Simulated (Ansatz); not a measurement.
Ansatz (a quantum-chemistry and plane-wave program) input for C10H7FS, SMILES Fc1csc(-c2ccccc2)c1, B3LYP-D3(BJ)/def2-SVP. 

Ansatz 0.2 input:
```yaml
crystal:
  periodic: [false, false, false]
  atoms:
    - {symbol: F, position_ang: [3.69742510, -1.35074048, 0.57774806]}
    - {symbol: C, position_ang: [2.65759244, -0.56596619, 0.25184528]}
    - {symbol: C, position_ang: [2.80457615, 0.68660913, -0.25404465]}
    - {symbol: S, position_ang: [1.27402647, 1.39566436, -0.55365159]}
    - {symbol: C, position_ang: [0.43040691, -0.02154913, 0.01332459]}
    - {symbol: C, position_ang: [-1.01843200, -0.06568236, 0.01854485]}
    - {symbol: C, position_ang: [-1.70490527, -1.19213182, 0.47912473]}
    - {symbol: C, position_ang: [-3.08567118, -1.22102847, 0.47786794]}
    - {symbol: C, position_ang: [-3.81022181, -0.13289633, 0.01963907]}
    - {symbol: C, position_ang: [-3.14131772, 0.99027071, -0.43903868]}
    - {symbol: C, position_ang: [-1.76127641, 1.02407738, -0.43975960]}
    - {symbol: C, position_ang: [1.32183085, -0.98201545, 0.40953136]}
    - {symbol: H, position_ang: [3.70942415, 1.21927242, -0.46277268]}
    - {symbol: H, position_ang: [-1.15659670, -2.04769260, 0.84011185]}
    - {symbol: H, position_ang: [-3.60086294, -2.09961220, 0.83736002]}
    - {symbol: H, position_ang: [-4.88950287, -0.16036071, 0.02029937]}
    - {symbol: H, position_ang: [-3.69808323, 1.84302276, -0.79800863]}
    - {symbol: H, position_ang: [-1.24230723, 1.90139376, -0.79850137]}
    - {symbol: H, position_ang: [1.06118721, -1.94811351, 0.79799538]}
basis:
  gaussian:
    orbitals: def2-SVP
hamiltonian:
  xc: b3lyp
  dispersion: d3bj
relax: {f_tol: 0.002, max_steps: 200}
```

Log of the run:

```
Functional definition: B3LYP
integrals: 0.34 GiB planned
2375 factors; integrals over basis functions are off by at most 3.3e-4 eV
mean field: 1.45 GiB planned
mean field evaluation 1: about -24007.6549 eV, gradient 7.5e1 eV
mean field evaluation 2: about -23996.9468 eV, gradient 9.9e1 eV
mean field evaluation 4: about -24022.6438 eV, gradient 1.1e1 eV
mean field evaluation 8: about -24023.0748 eV, gradient 3.4e-1 eV
mean field evaluation 16: about -24023.0751 eV, gradient 1.4e-4 eV
mean field -24023.07506901 eV, -882.8317253610 hartree, gradient 1.6e-5 eV, S^2 0.000000; 0 other end points of the search recorded, 0 dependent functions left out
the calculation of the forces begins
reference -24023.07535698 eV, -882.8317359438 hartree; 46, 46 occupied and 161, 161 virtual orbitals, 2375 factors
relax step   1: F+E_penalty+E_count = -24024.22426881 eV  Δ(F+E_penalty+E_count) = +0.000e0 eV  max|allowed force component| = 7.150e-1 eV/Å  Δτ_max = 0.0000 Å  (32 SCF iters, accepted)
these checks for a lower state are left out or cut short: starts, cluster_reference, orbital_swaps, neighbouring_geometries, increment
integrals: 0.34 GiB planned
2375 factors; integrals over basis functions are off by at most 3.3e-4 eV
mean field: 1.45 GiB planned
mean field -24023.15237417 eV, -882.8345662731 hartree, gradient 1.1e-5 eV, S^2 0.000000; 0 other end points of the search recorded, 0 dependent functions left out
the calculation of the forces begins
reference -24023.15266513 eV, -882.8345769659 hartree; 46, 46 occupied and 161, 161 virtual orbitals, 2375 factors
relax step   2: F+E_penalty+E_count = -24024.29542839 eV  Δ(F+E_penalty+E_count) = -7.116e-2 eV  max|allowed force component| = 2.875e-1 eV/Å  Δτ_max = 0.0539 Å  (34 SCF iters, accepted)
these checks for a lower state are left out or cut short: starts, cluster_reference, orbital_swaps, neighbouring_geometries, increment
integrals: 0.34 GiB planned
2375 factors; integrals over basis functions are off by at most 3.3e-4 eV
mean field: 1.45 GiB planned
mean field evaluation 32: about -24023.1600 eV, gradient 1.1e-5 eV
mean field -24023.15995265 eV, -882.8348447771 hartree, gradient 1.1e-5 eV, S^2 0.000000; 0 other end points of the search recorded, 0 dependent functions left out
the calculation of the forces begins
reference -24023.16024458 eV, -882.8348555054 hartree; 46, 46 occupied and 161, 161 virtual orbitals, 2375 factors
relax step   3: F+E_penalty+E_count = -24024.30143881 eV  Δ(F+E_penalty+E_count) = -6.010e-3 eV  max|allowed force component| = 7.556e-2 eV/Å  Δτ_max = 0.0191 Å  (34 SCF iters, accepted)
these checks for a lower state are left out or cut short: starts, cluster_reference, orbital_swaps, neighbouring_geometries, increment
integrals: 0.34 GiB planned
2375 factors; integrals over basis functions are off by at most 3.3e-4 eV
mean field: 1.45 GiB planned
mean field -24023.16018433 eV, -882.8348532914 hartree, gradient 1.1e-5 eV, S^2 0.000000; 0 other end points of the search recorded, 0 dependent functions left out
the calculation of the forces begins
reference -24023.16047631 eV, -882.8348640215 hartree; 46, 46 occupied and 161, 161 virtual orbitals, 2375 factors
relax step   4: F+E_penalty+E_count = -24024.30162967 eV  Δ(F+E_penalty+E_count) = -1.909e-4 eV  max|allowed force component| = 1.745e-2 eV/Å  Δτ_max = 0.0035 Å  (28 SCF iters, accepted)
these checks for a lower state are left out or cut short: starts, cluster_reference, orbital_swaps, neighbouring_geometries, increment
integrals: 0.34 GiB planned
2375 factors; integrals over basis functions are off by at most 3.3e-4 eV
mean field: 1.45 GiB planned
mean field -24023.16015193 eV, -882.8348521006 hartree, gradient 1.1e-5 eV, S^2 0.000000; 0 other end points of the search recorded, 0 dependent functions left out
the calculation of the forces begins
reference -24023.16044390 eV, -882.8348628303 hartree; 46, 46 occupied and 161, 161 virtual orbitals, 2375 factors
relax step   5: F+E_penalty+E_count = -24024.30166628 eV  Δ(F+E_penalty+E_count) = -3.661e-5 eV  max|allowed force component| = 2.286e-3 eV/Å  Δτ_max = 0.0046 Å  (26 SCF iters, accepted)
these checks for a lower state are left out or cut short: starts, cluster_reference, orbital_swaps, neighbouring_geometries, increment
integrals: 0.34 GiB planned
2375 factors; integrals over basis functions are off by at most 3.3e-4 eV
mean field: 1.45 GiB planned
[...]
integrals: 0.34 GiB planned
2375 factors; integrals over basis functions are off by at most 3.7e-4 eV
mean field: 1.45 GiB planned
mean field evaluation 96: about -24023.1658 eV, gradient 2.1e-1 eV
mean field -24023.16591555 eV, -882.8350639096 hartree, gradient 1.1e-5 eV, S^2 0.000000; 0 other end points of the search recorded, 0 dependent functions left out
the calculation of the forces begins
reference -24023.16620737 eV, -882.8350746338 hartree; 46, 46 occupied and 161, 161 virtual orbitals, 2375 factors
relax step  13: F+E_penalty+E_count = -24024.30666799 eV  Δ(F+E_penalty+E_count) = -1.290e-3 eV  max|allowed force component| = 1.268e-1 eV/Å  Δτ_max = 0.0337 Å  (33 SCF iters, accepted)
these checks for a lower state are left out or cut short: starts, cluster_reference, orbital_swaps, neighbouring_geometries, increment
integrals: 0.34 GiB planned
2375 factors; integrals over basis functions are off by at most 3.8e-4 eV
mean field: 1.45 GiB planned
mean field -24023.16741955 eV, -882.8351191809 hartree, gradient 1.1e-5 eV, S^2 0.000000; 0 other end points of the search recorded, 0 dependent functions left out
the calculation of the forces begins
reference -24023.16771200 eV, -882.8351299282 hartree; 46, 46 occupied and 161, 161 virtual orbitals, 2375 factors
relax step  14: F+E_penalty+E_count = -24024.30815860 eV  Δ(F+E_penalty+E_count) = -1.491e-3 eV  max|allowed force component| = 7.922e-2 eV/Å  Δτ_max = 0.0650 Å  (32 SCF iters, accepted)
these checks for a lower state are left out or cut short: starts, cluster_reference, orbital_swaps, neighbouring_geometries, increment
integrals: 0.34 GiB planned
2375 factors; integrals over basis functions are off by at most 3.9e-4 eV
mean field: 1.45 GiB planned
mean field -24023.16800609 eV, -882.8351407358 hartree, gradient 1.3e-5 eV, S^2 0.000000; 0 other end points of the search recorded, 0 dependent functions left out
the calculation of the forces begins
reference -24023.16829993 eV, -882.8351515342 hartree; 46, 46 occupied and 161, 161 virtual orbitals, 2375 factors
relax step  15: F+E_penalty+E_count = -24024.30867768 eV  Δ(F+E_penalty+E_count) = -5.191e-4 eV  max|allowed force component| = 8.138e-2 eV/Å  Δτ_max = 0.0832 Å  (31 SCF iters, accepted)
these checks for a lower state are left out or cut short: starts, cluster_reference, orbital_swaps, neighbouring_geometries, increment
integrals: 0.34 GiB planned
2375 factors; integrals over basis functions are off by at most 3.9e-4 eV
mean field: 1.45 GiB planned
mean field -24023.16819379 eV, -882.8351476334 hartree, gradient 1.5e-5 eV, S^2 0.000000; 0 other end points of the search recorded, 0 dependent functions left out
the calculation of the forces begins
reference -24023.16848754 eV, -882.8351584287 hartree; 46, 46 occupied and 161, 161 virtual orbitals, 2375 factors
relax step  16: F+E_penalty+E_count = -24024.30887166 eV  Δ(F+E_penalty+E_count) = -1.940e-4 eV  max|allowed force component| = 3.980e-2 eV/Å  Δτ_max = 0.0038 Å  (26 SCF iters, accepted)
these checks for a lower state are left out or cut short: starts, cluster_reference, orbital_swaps, neighbouring_geometries, increment
integrals: 0.34 GiB planned
2375 factors; integrals over basis functions are off by at most 3.9e-4 eV
mean field: 1.45 GiB planned
mean field -24023.16826713 eV, -882.8351503289 hartree, gradient 1.0e-5 eV, S^2 0.000000; 0 other end points of the search recorded, 0 dependent functions left out
the calculation of the forces begins
reference -24023.16856089 eV, -882.8351611240 hartree; 46, 46 occupied and 161, 161 virtual orbitals, 2375 factors
relax step  17: F+E_penalty+E_count = -24024.30893371 eV  Δ(F+E_penalty+E_count) = -6.205e-5 eV  max|allowed force component| = 5.340e-3 eV/Å  Δτ_max = 0.0012 Å  (26 SCF iters, accepted)
these checks for a lower state are left out or cut short: starts, cluster_reference, orbital_swaps, neighbouring_geometries, increment
integrals: 0.34 GiB planned
2375 factors; integrals over basis functions are off by at most 3.9e-4 eV
mean field: 1.45 GiB planned
mean field evaluation 128: about -24023.1683 eV, gradient 1.4e-2 eV
mean field -24023.16826240 eV, -882.8351501551 hartree, gradient 1.4e-5 eV, S^2 0.000000; 0 other end points of the search recorded, 0 dependent functions left out
the calculation of the forces begins
reference -24023.16855616 eV, -882.8351609504 hartree; 46, 46 occupied and 161, 161 virtual orbitals, 2375 factors
relax step  18: F+E_penalty+E_count = -24024.30893466 eV  Δ(F+E_penalty+E_count) = -9.520e-7 eV  max|allowed force component| = 3.190e-3 eV/Å  Δτ_max = 0.0004 Å  (22 SCF iters, accepted)
these checks for a lower state are left out or cut short: starts, cluster_reference, orbital_swaps, neighbouring_geometries, increment
integrals: 0.34 GiB planned
2375 factors; integrals over basis functions are off by at most 3.9e-4 eV
mean field: 1.45 GiB planned
mean field -24023.16825059 eV, -882.8351497209 hartree, gradient 3.3e-5 eV, S^2 0.000000; 0 other end points of the search recorded, 0 dependent functions left out
the calculation of the forces begins
reference -24023.16854436 eV, -882.8351605168 hartree; 46, 46 occupied and 161, 161 virtual orbitals, 2375 factors
relax step  19: F+E_penalty+E_count = -24024.30893518 eV  Δ(F+E_penalty+E_count) = -5.148e-7 eV  max|allowed force component| = 4.085e-4 eV/Å  Δτ_max = 0.0011 Å  (22 SCF iters, accepted)
integrals: 0.34 GiB planned
2375 factors; integrals over basis functions are off by at most 3.9e-4 eV
mean field: 1.45 GiB planned
mean field -24023.16825059 eV, -882.8351497209 hartree, gradient 3.3e-5 eV, S^2 0.000000; 1 other end points of the search recorded, 0 dependent functions left out
the calculation of the forces begins
reference -24023.16854436 eV, -882.8351605168 hartree; 46, 46 occupied and 161, 161 virtual orbitals, 2375 factors
Total energy: -24024.30922895 eV, -882.8770799022 hartree
Atom 0 at     3.706090    -1.464253     0.249202 Å, force     0.000137     0.000089    -0.000001 eV/Å
Atom 1 at     2.686222    -0.609344     0.139557 Å, force    -0.000100     0.000009     0.000171 eV/Å
Atom 2 at     2.847412     0.740608    -0.029347 Å, force    -0.000047     0.000135    -0.000142 eV/Å
Atom 3 at     1.305425     1.518398    -0.133920 Å, force     0.000348    -0.000287     0.000173 eV/Å
Atom 4 at     0.446759     0.003799     0.040131 Å, force    -0.000292    -0.000172     0.000099 eV/Å
Atom 5 at    -1.020075    -0.036966     0.035404 Å, force     0.000387    -0.000408    -0.000317 eV/Å
Atom 6 at    -1.703814    -1.109077     0.640575 Å, force    -0.000108     0.000097     0.000172 eV/Å
Atom 7 at    -3.096864    -1.162960     0.631312 Å, force     0.000013     0.000128     0.000091 eV/Å
Atom 8 at    -3.839587    -0.143416     0.027853 Å, force    -0.000006    -0.000282    -0.000214 eV/Å
Atom 9 at    -3.173602     0.929995    -0.570256 Å, force    -0.000042     0.000150     0.000133 eV/Å
Atom 10 at    -1.780026     0.980985    -0.570991 Å, force    -0.000309     0.000224     0.000005 eV/Å
Atom 11 at     1.333336    -1.043746     0.182410 Å, force    -0.000111     0.000273    -0.000142 eV/Å
Atom 12 at     3.778496     1.298739    -0.091337 Å, force    -0.000041    -0.000153    -0.000037 eV/Å
Atom 13 at    -1.136231    -1.896592     1.139714 Å, force    -0.000032     0.000003    -0.000010 eV/Å
Atom 14 at    -3.607137    -2.002888     1.108785 Å, force    -0.000022    -0.000022    -0.000029 eV/Å
Atom 15 at    -4.931139    -0.184871     0.025238 Å, force     0.000033     0.000046     0.000107 eV/Å
Atom 16 at    -3.742906     1.730538    -1.048480 Å, force     0.000014     0.000025    -0.000102 eV/Å
Atom 17 at    -1.271064     1.812872    -1.063597 Å, force     0.000008     0.000044     0.000035 eV/Å
Atom 18 at     1.045997    -2.089301     0.285361 Å, force     0.000170     0.000103     0.000008 eV/Å
Dipole moment:    -0.285924     0.079447    -0.014612 e Å
```

The calculation finished and met its thresholds.
